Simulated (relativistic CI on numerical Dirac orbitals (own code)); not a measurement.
**Fe³⁺ in a cubic cluster: 3p photoemission with charge transfer**

Computed with a charge-transfer multiplet model of a cubic metal-ligand cluster with up to one ligand hole, Slater and spin-orbit integrals from Dirac-Coulomb-Breit ions, Slater integrals scaled by 0.8. The ground state mixes d5 with configurations of k ligand holes L, whose averages lie at kΔ + k(k − 1)U_dd/2; a core hole lowers each added d electron by U_cd. 300 K, Lorentzian 0.9 eV and Gaussian 0.8 eV FWHM.

Atomic integrals in eV (Slater integrals scaled, ζ unscaled), ground: F2dd 9.587, F4dd 5.993, zeta_d 0.056; with the core hole: F2dd 10.399, F4dd 6.537, zeta_d 0.062, zeta_core 1.048, F2cd 10.932, G1cd 13.464, G3cd 8.268.

Cluster parameters (eV): Δ = 1.2, U_dd = 6.3, U_cd = 8.2, 10Dq(ligand) = 1.3, V(eg) = 1.7, V(t2g) = -0.73, final-state hopping factor = 0.9.

```json
{"Case": "10Dq = -0.65 eV", "n_d": "5.27", "d5": "0.73", "d6L": "0.27", "S": "2.50"}
{"Case": "10Dq = 0.25 eV", "n_d": "5.25", "d5": "0.75", "d6L": "0.25", "S": "2.50"}
{"Case": "10Dq = 0.85 eV", "n_d": "5.23", "d5": "0.77", "d6L": "0.23", "S": "2.50"}
```

Weights, n_d and S are thermal averages at 300 K. Binding energies count from the first peak over 30 % of the highest in each spectrum, which can be another peak from case to case. The parameters are a model scan and need not match a compound or its usual spin state. A negative ionic 10Dq is a model choice; hopping adds the covalent part of the field. Peaks in eV (height, largest 100):
- 10Dq = -0.65 eV: 0.0 (100), 6.0 (75), 10.3 (28), 17.5 (16), 20.0 (35), 27.8 (46)
- 10Dq = 0.25 eV: 0.0 (100), 5.6 (88), 10.1 (33), 17.4 (12), 19.8 (39), 27.6 (55)
- 10Dq = 0.85 eV: 0.0 (100), 5.3 (96), 9.9 (34), 19.7 (41), 27.3 (60)

For the case 10Dq = 0.25 eV, Δ = 1.2 eV is smaller than U_dd = 6.3 eV, the charge-transfer side of the Zaanen-Sawatzky-Allen scheme. With the core hole the average of the configuration with one ligand hole lies at Δ − U_cd = -7.0 eV before mixing: it lies below the unscreened one, so the lowest final states are mostly screened and the unscreened weight appears at higher binding energy as a satellite.

With at most 1 ligand hole the space is cut while the next configuration still counts, so covalency is underestimated, and a final configuration with one more ligand hole, which can lie low, is missing from the spectra.
